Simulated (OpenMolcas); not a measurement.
**Bi⁴⁺: effect of correlating more closed shells**

```yaml
Program: OpenMolcas
Basis: ANO-RCC-VDZP [7s6p4d2f1g]
Scalar_Hamiltonian: DKH2, point nucleus
Active_space: 1 electron in 4 orbitals (6s 6p)
State_averaging: 2S+1 = 2 even, 1 root; 2S+1 = 2 odd, 3 roots
Spin-orbit_coupling: state interaction with AMFI integrals over the reference wave functions, term energies averaged over their components
```

Methods on the same reference wave functions:
A. CASSCF
B. SS-CASPT2, IPEA 0.25 Eh, imaginary shift 0.1 Eh (closed shells correlated: 5d)
C. SS-CASPT2, IPEA 0.25 Eh, imaginary shift 0.1 Eh (closed shells correlated: 4f 5s 5p 5d)

Energies in cm⁻¹ above 6s ²S_1/2, the measured ground level; measured values from Moore, Atomic Energy Levels, vol. III, NSRDS-NBS 35 (1971 reprint of NBS Circular 467, 1958).

```
     Level       A       B       C  Measured
 6s ²S_1/2     0.0     0.0     0.0       0.0
6p ²P°_1/2   88006   90409   90968     87754
6p ²P°_3/2  113797  116200  116760    115674
```

Deviations, from unrounded energies. A percentage is the sum of absolute deviations over the sum of measured energies, with the sign that they share, or ± where signs differ.

| Against measurement | Levels | A | B | C |
| --- | --- | --- | --- | --- |
| mean absolute deviation (cm-1) | 2 | 1100 | 1600 | 2100 |
| other configurations (%) | 2 | ±1.0 | +1.6 | +2.1 |

A lies closest to measurement on these levels and C furthest from it. The largest miss of A in the table is 6p ²P°_3/2, by -1900 cm-1. The ranking rests on the paired levels alone, and a cruder setting can come out closer through cancelling errors.

Between B and C the level of the table that moves most is 6p ²P°_1/2, by 560 cm-1 (lowest in B, highest in C).

The lowest spin-free term lies below A's lowest term by 0.282 hartree in B, 0.424 hartree in C.

What an inner shell adds also hangs on whether the basis holds functions to correlate it.

Spin-orbit splittings of 6p shells tend to come out small when the coupling is added on scalar orbitals. The basis is small and was not contracted for so high a charge. With one active electron the reference holds no correlation, so core polarisation is missing (holds for A). With one active electron, CASPT2 adds the correlation within the correlated inactive shells and between them and that electron, and leaves the splitting within a term as the reference gives it (holds for B; C). Computed and measured levels are paired by configuration, term and J; levels that our copy of the source lacks, or whose pairing is in doubt (as where it misses far off the trend of its configuration), stay unpaired and out of the deviations. Levels of configurations outside the active space are missing.

° marks odd parity.
